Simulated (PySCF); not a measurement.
C₃H₄O₃.

```xyz
10

O      0.0000     0.0000     2.0398
C      0.0000     0.0000     0.8521
O      0.1039    -1.1064     0.0699
C     -0.1139    -0.7585    -1.2945
C      0.1139     0.7585    -1.2945
O     -0.1039     1.1064     0.0699
H      0.5924    -1.3113    -1.9286
H     -1.1445    -1.0295    -1.5789
H     -0.5924     1.3113    -1.9286
H      1.1445     1.0295    -1.5789
```
Charge 0, spin multiplicity 1.

Geometry optimised at B3LYP-D3(BJ)/def2-SVP. The values are those of a single conformer.

All values below come from HF/pcSseg-1 (PySCF). Non-relativistic, no solvent.

Computed absolute GIAO shielding of each atom: isotropic value and principal components (ppm):
```csv
atom,σ(iso),σ11,σ22,σ33,span
O1,28.2,-156.0,-87.6,328.1,484.1
C2,32.1,-71.9,48.5,119.8,191.7
O3,212.1,70.9,227.7,337.6,266.7
C4,131.6,104.8,117.8,172.2,67.4
C5,131.6,104.8,117.8,172.2,67.4
O6,212.1,70.9,227.7,337.6,266.7
H7,27.6,24.2,25.5,33.2,9.1
H8,27.7,23.5,25.7,33.9,10.4
H9,27.6,24.2,25.5,33.2,9.1
H10,27.7,23.5,25.7,33.9,10.4
```
